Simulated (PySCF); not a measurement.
N-methylbuta-2,3-dien-1-amine (C5H9N), SMILES C=C=CCNC. Atoms are numbered in the order given.

```xyz
15

C      3.0553     0.6389     0.2733
C      1.9221    -0.0137     0.2358
C      0.7858    -0.6643     0.1899
C     -0.4389    -0.1975    -0.5440
N     -1.5830    -0.1743     0.3365
C     -2.8133     0.2054    -0.3095
H      3.2640     1.3723     1.0598
H      3.8338     0.4709    -0.4787
H      0.6905    -1.6153     0.7301
H     -0.2270     0.7761    -1.0385
H     -0.6565    -0.9132    -1.3594
H     -1.3900     0.4368     1.1267
H     -2.7815     1.1895    -0.8280
H     -3.0871    -0.5483    -1.0666
H     -3.6310     0.2380     0.4260
```
Charge 0, spin multiplicity 1.

Geometry optimised at PBE0-D3(BJ)/def2-SVP. Other conformers were not sampled.

Two levels are set side by side: PBE/pcSseg-1 (PySCF) and B3LYP/pcSseg-1 (PySCF). GIAO shifts against NH3 (¹⁵N), TMS (¹H), TMS (¹³C) at the same level; non-relativistic, no solvent, atoms listed together averaged. Differences are taken from unrounded values.

```tsv
quantity	B3LYP	PBE	PBE minus B3LYP
δ(¹³C) of C1 (ppm)	80.1	78.8	-1.3
δ(¹³C) of C2 (ppm)	227.0	221.0	-6.0
δ(¹³C) of C3 (ppm)	99.5	97.6	-1.9
δ(¹³C) of C4 (ppm)	58.9	59.9	1.0
δ(¹⁵N) of N5 (ppm)	54.8	58.1	3.3
δ(¹³C) of C6 (ppm)	41.2	41.6	0.4
δ(¹H) of H7, H8 (ppm)	5.11	5.13	0.02
δ(¹H) of H9 (ppm)	5.77	5.81	0.04
δ(¹H) of H10, H11 (ppm)	3.34	3.45	0.11
δ(¹H) of H12 (ppm)	-0.17	-0.18	-0.01
```

Rough cost on one machine, each run with all the roots and properties that it gave: B3LYP against PBE within a factor of 2.
